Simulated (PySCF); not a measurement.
## Which determinant of TeSe lies lowest?

Unrestricted PBE0; PySCF, spin-free X2C with a Gaussian nucleus, basis sets Te x2c-TZVPPall, Se x2c-TZVPPall. Outer shells of the fragments: Te 4d10 5s2 5p4; Se 3d10 4s2 4p4.

Followed along the bond (rough minima from three points):

```
2Ms+1    unpaired  ⟨S²⟩ at the start  R at minimum (Å)  Te (eV)
    3        π ↑↑               2.01              2.35     0.00
    1        π ↑↓               1.01              2.36     0.21
    1        none               0.00              2.36     0.89
    5  σ ↑, π ↑↑↑               6.01  none in the scan   ≤ 3.04
```

Solutions found at the starting distance of 2.435 Å, counted from the lowest of them; the search is not exhaustive and high or unbound solutions are not listed, so other states can lie among these:

```json
{"2Ms+1": "3", "unpaired": "π ↑↑", "term": "³Σ⁻", "E (eV)": "0.00", "⟨S²⟩": "2.01", "⟨Lz²⟩": "0.00", "μ (D)": "-1.00"}
{"2Ms+1": "1", "unpaired": "π ↑↓", "term": "mixed", "E (eV)": "0.21", "⟨S²⟩": "1.01", "⟨Lz²⟩": "2.02", "μ (D)": "-0.98"}
{"2Ms+1": "1", "unpaired": "none", "term": "mixed", "E (eV)": "0.88", "⟨S²⟩": "0.00", "⟨Lz²⟩": "2.01", "μ (D)": "-0.97"}
{"2Ms+1": "3", "unpaired": "π ↑↑", "term": "mixed", "E (eV)": "1.89", "⟨S²⟩": "2.01", "⟨Lz²⟩": "2.02", "μ (D)": "-0.35"}
{"2Ms+1": "3", "unpaired": "σ ↑, π ↑", "term": "³Π", "E (eV)": "3.19", "⟨S²⟩": "2.02", "⟨Lz²⟩": "1.01", "μ (D)": "-0.77"}
{"2Ms+1": "1", "unpaired": "σ ↓, π ↑", "term": "mixed", "E (eV)": "3.39", "⟨S²⟩": "1.01", "⟨Lz²⟩": "1.01", "μ (D)": "-0.79"}
```

A term symbol is given only where ⟨S²⟩ and ⟨Lz²⟩ are close to those of a pure state; real π, δ and φ orbitals otherwise mix terms. A positive dipole means Te(−)Se(+).

Spin–orbit coupling is left out. Counting both spins, an empty level lies below a filled one in some of these solutions, because spin and occupation are held.
